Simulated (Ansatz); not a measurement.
The same redistribution along the group F, Cl, Br.

Calculated with Ansatz (gas phase, PBE0-D4/def2-TZVP geometries, no zero-point term in ΔE). CBS: MP2 limit from def2 TZ/QZ plus the TZ coupled-cluster correction, frozen cores. DFT in def2-TZVPP. def2 core potentials past Kr. For Br, Cd, Mg outer-core shells are correlated without core-valence functions, which leaves a few kJ/mol of doubt a bond. Scalar relativity is left out up to krypton. One conformer a species, not always the lowest.

| reaction | CCSD(T)/CBS(def2) (kJ/mol) |
| --- | --- |
| `[F][Cd][O][SiH3]` + `[OH][MgH]` → `[OH][Cd][F]` + `[MgH][O][SiH3]` | ? |
| `[SiH3][O][Cd][Cl]` + `[OH][MgH]` → `[OH][Cd][Cl]` + `[MgH][O][SiH3]` | -17 |
| `[SiH3][O][Cd][Br]` + `[OH][MgH]` → `[OH][Cd][Br]` + `[MgH][O][SiH3]` | -16 |

Fill in the missing values. (An estimate is asked.)

The calculation gave: `[F][Cd][O][SiH3]` + `[OH][MgH]` → `[OH][Cd][F]` + `[MgH][O][SiH3]`: -18.7 kJ/mol.

Largest T1 diagnostic: 0.017, for `[OH][Cd][F]`.
